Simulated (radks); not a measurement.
Values are calculated unless marked as measured or tabulated.
All-electron atom: Mo in [Kr] 4d5 5s1. Level of theory: scalar-relativistic Kohn-Sham, PBE, spin-polarised, spherical densities, point nucleus; open shells are filled with parallel spins first (spin-orbit coupling, left out, can overturn this in heavy ions) (a radial shooting solver on a logarithmic mesh with Libxc functionals).

Normalised radial functions P(r) = r R(r), r in bohr:

```
   r/bohr * 3d down, o 4p up, + 4d up (the largest magnitude, 1.56, reaches the edge; | marks zero, & curves that meet)
 0.001376                             &
  0.00185                             &
 0.002468                             &
 0.003292                             &
 0.004425                             &
 0.005902                             &
 0.007936                             &
  0.01058                             &o
  0.01423                             &o
  0.01898                             &o
  0.02531                             & o
  0.03403                             +* o
  0.04539                             + * o
  0.06103                             |+ * o
   0.0814                             |+    &
   0.1086                             | +  o    *
    0.146                             |o  +          *
   0.1947                          o  |    +               *
   0.2617                     o       |     +                   *
   0.3491                    o        |    +                     *
   0.4656                         o   | +                    *
    0.626                          +  |     o         *
   0.8349                     +       |       *      o
    1.123                 +           |  *              o
    1.497                +            |*            o
    2.013                  +          *      o
    2.685                     +       *  o
    3.581                        +    *o
    4.814                           + &
    6.421                            +&
    8.633                             &
    11.51                             &
```

3d down: eigenvalue -219.92 eV, 0 radial nodes, <r> = 0.415 bohr, 90 % of the charge inside 0.664 bohr. 4p up: eigenvalue -39.088 eV, 2 radial nodes at r = 0.160, 0.524 bohr, <r> = 1.24 bohr, 90 % of the charge inside 1.85 bohr. 4d up: eigenvalue -4.571 eV, 1 radial node at r = 0.528 bohr, <r> = 1.97 bohr, 90 % of the charge inside 3.24 bohr.
